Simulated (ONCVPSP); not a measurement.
## Pd (Z = 46): variants of one ONCV potential

Base potential:

- Element: palladium (Pd)
- Generator: ONCVPSP 4.0.1
- Type: optimised norm-conserving Vanderbilt (ONCV)
- Functional: PW91
- Relativity: scalar-relativistic
- Frozen core: [Ar] 3d10
- Valence charge: 18
- Reference configuration: 4s2 4p6 4d9 (charge +1)
- Partial waves: 4s: rc 1.35 bohr, ncon 4, nbas 7, qcut 9.2 1/bohr, 1 projector; 4p: rc 1.65 bohr, ncon 4, nbas 7, qcut 8 1/bohr, 2 projectors, debl 2.6 Ha; 4d: rc 1.40 bohr, ncon 4, nbas 8, qcut 7.9 1/bohr, 2 projectors, debl 3.6 Ha
- Local potential: polynomial inside 1.10 bohr (lpopt 5, dvloc0 2 Ha)
- Core correction: Teter function, fcfact 5.5, rcfact 1.55

Cutoffs, loose and tight: the cutoffs (Ha) at which the residual kinetic energy of the hardest occupied pseudo-wave falls to 1 and 0.1 mHa per electron. They do not see the model core or the augmentation charge, which bear on the density cutoff. Test errors are all-electron minus pseudo excitation energies from the reference, over the configurations 4s2 4p6 4d10; 4s2 4p6 4d8; 4s2 4p6 4d7; 4s2 4p6 4d9 5p1. A dash means not determined; rows that change the core or the reference have their own tests.

```tsv
change	outcome	cutoff, loose	cutoff, tight	bound ghosts	GHOST(+) flags above zero	largest test error (meV)
base	generated	32 Ha	45 Ha	none	none	+0.8
core correction Teter function, fcfact 5.5, rcfact 1	generated	32 Ha	45 Ha	none	none	+1.6
core correction Teter function, fcfact 5.5, rcfact 1.18	generated	32 Ha	45 Ha	none	none	+1.8
core correction Teter function, fcfact 5.5, rcfact 1.3	generated	32 Ha	45 Ha	none	none	+2.3
core correction Teter function, fcfact 5.5, rcfact 1.52	generated	32 Ha	45 Ha	none	none	+0.8
core correction Teter function, fcfact 5.5, rcfact 1.7	generated	32 Ha	45 Ha	none	none	-5.4
```

**Question.** What comes out with this change to the base: core correction Teter function, fcfact 5.5, rcfact 2.06?

**Answer.** outcome: generated; cutoff, loose: 32 Ha; cutoff, tight: 45 Ha; bound ghosts: none; GHOST(+) flags above zero: none; largest test error (meV): -55.

**Question.** What comes out with this change to the base: core correction Teter function, fcfact 5.5, rcfact 1.82?

**Answer.** outcome: generated; cutoff, loose: 32 Ha; cutoff, tight: 45 Ha; bound ghosts: none; GHOST(+) flags above zero: none; largest test error (meV): -14.

Reading the sweep of the rcfact (base included, trends over the rows without a ghost): The loose cutoff stays near 32 Ha. The median size of the test errors (rows with all tests solved) rises from 0.7 meV at 1 to 7.1 meV at 2.06.
